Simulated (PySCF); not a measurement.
CH6AlNO, SMILES [OH][AlH][NH]C.

The structure is a stationary point at PBE0-D3(BJ)/def2-SVP. The values are those of a single conformer.

All values below come from TDDFT-M06-2X/def2-SVPD run with PySCF.

Vertical excitations. Gas-phase values at a fixed geometry. State labels are in the subgroup Cs.

List the lowest excited states. (Estimate from the structure and the level; the computed values follow.)


| state | symmetry | energy (eV) | λ (nm) | f | main pairs |
|---|---|---|---|---|---|
| S1 | A" | 5.75 | 216 | 0.017 | HOMO→LUMO 78 % |
| S2 | A' | 6.29 | 197 | 0.137 | HOMO→LUMO+1 97 % |
| S3 | A" | 6.59 | 188 | 0.002 | HOMO→LUMO+2 75 % |
| S4 | A" | 7.11 | 174 | 0.011 | HOMO→LUMO+4 66 %, HOMO→LUMO+3 11 %, HOMO−1→LUMO+1 11 % |
| S5 | A" | 7.44 | 167 | 0.054 | HOMO−1→LUMO+1 51 %, HOMO→LUMO+4 24 %, HOMO→LUMO+3 16 % |
| S6 | A" | 7.49 | 166 | 0.012 | HOMO→LUMO+3 51 %, HOMO−1→LUMO+1 33 % |
| S7 | A' | 7.80 | 159 | 0.059 | HOMO−1→LUMO 68 %, HOMO−1→LUMO+2 13 % |
| S8 | A" | 7.88 | 157 | 0.016 | HOMO→LUMO+5 42 %, HOMO→LUMO+6 25 %, HOMO−2→LUMO 7 %, HOMO→LUMO+2 7 % |
| S9 | A" | 8.10 | 153 | 0.078 | HOMO−2→LUMO 58 %, HOMO−2→LUMO+2 16 % |
| S10 | A' | 8.40 | 148 | 0.052 | HOMO−1→LUMO+2 40 %, HOMO−1→LUMO 21 %, HOMO−3→LUMO 19 % |
| T1 | A' | 5.32 | 233 | 0 | HOMO→LUMO+1 92 % |
| T2 | A" | 5.54 | 224 | 0 | HOMO→LUMO 67 %, HOMO→LUMO+3 14 % |
| T3 | A" | 6.55 | 189 | 0 | HOMO→LUMO+2 71 % |
| T4 | A" | 6.81 | 182 | 0 | HOMO−1→LUMO+1 87 % |
Triplets are in the Tamm–Dancoff approximation, which puts them higher than full response would, so one can lie above its singlet here.
